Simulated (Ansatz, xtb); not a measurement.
Two isomers of C6H6NP

Structure a is `C=CC1=NC=CP=C1`, a singlet and structure b is `C=CC1=NC=CC=P1`, a singlet. Both are isolated molecules in the gas phase, relaxed with r2SCAN-D4/def2-SVP; each stands in its lowest conformer found.

Problem. Estimate E(b) − E(a) at the level CCSD(T)/def2-SVP + ΔMP2/def2-TZVPP.

Solution. Calculated at CCSD(T)/def2-SVP + ΔMP2/def2-TZVPP: E(b) − E(a) = +9.9 kJ/mol, so structure a lies lower.

How the difference moves with the method:

```csv
level,geometry,E(b) − E(a) (kJ/mol),departure from the last row (kJ/mol),"job, with rough time for the two"
GFN2-xTB,GFN2-xTB,+1.4,−8.4,"optimisation, 0.14 s"
HF/STO-3G,GFN2-xTB,+7.4,−2.5,"single point, 0.44 s"
r2SCAN-D4/def2-SVP//GFN2-xTB,GFN2-xTB,+5.0,−4.9,"single point, 4.2 s"
r2SCAN-D4/def2-SVP,r2SCAN-D4/def2-SVP,+4.8,−5.0,"optimisation, 29 s"
HF/def2-SVP,r2SCAN-D4/def2-SVP,+13.2,+3.3,part of the CCSD(T) run
MP2/def2-SVP,r2SCAN-D4/def2-SVP,+8.0,−1.9,part of the CCSD(T) run
CCSD(T)/def2-SVP,r2SCAN-D4/def2-SVP,+7.7,−2.1,single point
CCSD(T)/def2-SVP + ΔMP2/def2-TZVPP,r2SCAN-D4/def2-SVP,+9.9,,"single point, 86 s"
```

As drawn, both hold the same kinds of bond in the same numbers.

GFN2-xTB finds them nearly level. The largest departure from CCSD(T)/def2-SVP + ΔMP2/def2-TZVPP is that of GFN2-xTB, 8.4 kJ/mol. The last row adds to CCSD(T) the change of the MP2 difference between the two basis sets, here +2.1 kJ/mol.

With thermal terms from frequencies at re-optimised GFN2-xTB minima (ideal gas, soft modes damped towards free rotors, one conformer each, 298.15 K, 1 atm): on the last row, ΔE + ΔZPE = +9.7, ΔH = +9.8, ΔG = +9.7 kJ/mol.

The correlated steps freeze 12 core orbitals. Programs: Ansatz 0.2.0, xtb 6.7.1; the last row on 4 threads of Arm Neoverse V1 on a shared host.
